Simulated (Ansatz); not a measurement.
`N/C=N/[SiH3]` and `[AlH2][O]/C=N\[SiH3]` differ in one atom or group (the configuration at the double bond changes too).

Ansatz, PBE0-D4/def2-TZVP geometries, multiplicity 1. Each molecule was computed in one conformer, which needn't be the lowest.

| property | `N/C=N/[SiH3]` |
| --- | --- |
| HOMO–LUMO gap (PBE/def2-TZVPP) / eV | 5.06 |
| size of the dipole moment (B3LYP/def2-TZVPP) / D | 3.50 |
| HOMO–LUMO gap (PBE0/def2-TZVPP) / eV | 7.51 |
| HOMO energy (PBE/def2-TZVPP) / eV | -5.73 |
| HOMO energy (ωB97M-V/def2-TZVPP) / eV | -9.40 |
| HOMO energy (B3LYP/def2-TZVPP) / eV | -6.89 |

(1) Give the same properties after the change, and the shifts. (Estimate.)

Results:

(1) Computed: 
| property | `[AlH2][O]/C=N\[SiH3]` | shift |
| --- | --- | --- |
| HOMO–LUMO gap (PBE/def2-TZVPP) / eV | 3.59 | -1.47 |
| size of the dipole moment (B3LYP/def2-TZVPP) / D | 3.06 | -0.44 |
| HOMO–LUMO gap (PBE0/def2-TZVPP) / eV | 5.76 | -1.75 |
| HOMO energy (PBE/def2-TZVPP) / eV | -6.05 | -0.32 |
| HOMO energy (ωB97M-V/def2-TZVPP) / eV | -9.75 | -0.35 |
| HOMO energy (B3LYP/def2-TZVPP) / eV | -7.19 | -0.30 |

With PBE0 the HOMO falls by 0.31 eV and the LUMO falls by 2.07 eV, so the gap narrows by about 1.76 eV. PBE moves the HOMO by -0.32 eV and ωB97M-V by -0.35 eV. Dipoles are sizes alone; their direction can turn.

B3LYP here is the variant with VWN-RPA as its local correlation; programs differ in this.
